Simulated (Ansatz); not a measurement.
Stepwise reaction of `C[Si](C)(F)S` with hydrogen chloride, as a gas-phase model of exchange steps in deposition or etching. ΔE in kJ/mol.

Program: Ansatz. Geometries: PBE0-D4/def2-TZVP. ΔE: electronic, gas phase. CCSD(T)/CBS adds triple-zeta CCSD(T) − MP2 to the extrapolated MP2 energy (def2 sets, frozen cores). This one scheme is used for every species. Functionals use def2-TZVPP. B3LYP here is the variant with VWN-RPA as its local correlation; programs differ in this. Each species was taken in one conformer, which may not be the lowest.

```csv
step,reaction,PBE-D4,B3LYP-D4,ωB97M-V,CCSD(T)/CBS
1,`C[Si](C)(F)S` + HCl → `C[Si](F)(S)Cl` + CH₄,-106.7,-109.4,-108.0,-106.3
2,`C[Si](F)(S)Cl` + HCl → `F[Si](S)(Cl)Cl` + CH₄,-86.6,-89.1,-87.5,-86.2
```

By hand: ΔE of the 2 steps together at CCSD(T)/CBS.

(-106.3) + (-86.2) = -192.5 kJ/mol, or -96.2 kJ/mol a step.

In ΔE each step is higher than the one before. All are downhill at CCSD(T)/CBS. PBE-D4 differs from CCSD(T)/CBS by -0.4 to -0.4 kJ/mol a step. Isolated molecules leave out the surface, adducts and barriers. Largest T1 diagnostic: 0.011.
